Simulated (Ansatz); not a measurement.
Consider the cleavage of the Si–Ge bond: `F[Si](F)(Cl)[GeH3]` + `[SH][GeH2][Cl]` → `F[Si](F)(Cl)[S][GeH2][Cl]` + GeH₄.

Program: Ansatz. Geometries: PBE0-D4/def2-TZVP. ΔE: electronic, gas phase. CBS: MP2 limit from def2 TZ/QZ plus the TZ coupled-cluster correction, frozen cores. For Ge outer-core shells are correlated without core-valence functions, which leaves a few kJ/mol of doubt a bond. Scalar relativity is left out up to krypton. One conformer a species, not always the lowest.

`F[Si](F)(Cl)[GeH3]`:

Z-matrix (Å, degrees):
```
Si
F 1 1.585
Cl 1 2.033 2 107.7
F 1 1.585 2 106.5 3 115.2
Ge 1 2.368 2 111.2 3 -123.5
H 5 1.533 1 108.7 2 -178.9
H 5 1.534 1 109.5 2 -58.7
H 5 1.533 1 108.7 2 61.5
```

`[SH][GeH2][Cl]`:

```xyz
6

S    -0.979   -1.469   -0.134
Ge    0.123    0.435   -0.282
Cl    2.188    0.171    0.279
H    -0.983   -1.471    1.209
H    -0.443    1.484    0.681
H     0.094    0.851   -1.754
```

`F[Si](F)(Cl)[S][GeH2][Cl]`:

Z-matrix (Å, degrees):
```
Si
F 1 1.576
Cl 1 2.015 2 108.0
F 1 1.580 2 107.8 3 116.3
S 1 2.096 2 107.8 3 -123.9
Ge 5 2.229 1 99.8 2 -150.4
Cl 6 2.145 5 110.0 1 -60.6
H 6 1.527 5 111.1 1 58.3
H 6 1.529 5 104.4 1 -176.9
```

GeH₄:

Cartesian coordinates in Å:
```
Ge 0.000 0.000 0.000
H -0.282 0.496 -1.424
H 0.522 1.163 0.853
H 1.054 -1.113 -0.046
H -1.294 -0.546 0.617
```

```
                    species  CCSD(T)/CBS(def2) energy (Eh)
       `F[Si](F)(Cl)[GeH3]`                    -3026.54774
           `[SH][GeH2][Cl]`                    -2935.52817
`F[Si](F)(Cl)[S][GeH2][Cl]`                    -3883.60082
                       GeH₄                    -2078.49493
```

Problem. Work out ΔE.

Solution. ΔE = (-3883.60082) + (-2078.49493) − (-3026.54774) − (-2935.52817) = -0.01984 Eh = -0.54 eV.

Largest T1 diagnostic among the species: 0.012.

From PBE to PBE0 (25 % exact exchange), in def2-TZVPP and without D4, ΔE moves by −0.05 eV. The D4 term adds −0.14 eV with B3LYP and −0.08 eV with PBE0; it sums over pairs of atoms, weighted by their polarisabilities, and B3LYP, whose exchange is more repulsive, gets the larger term.

B3LYP here is the variant with VWN-RPA as its local correlation; programs differ in this.
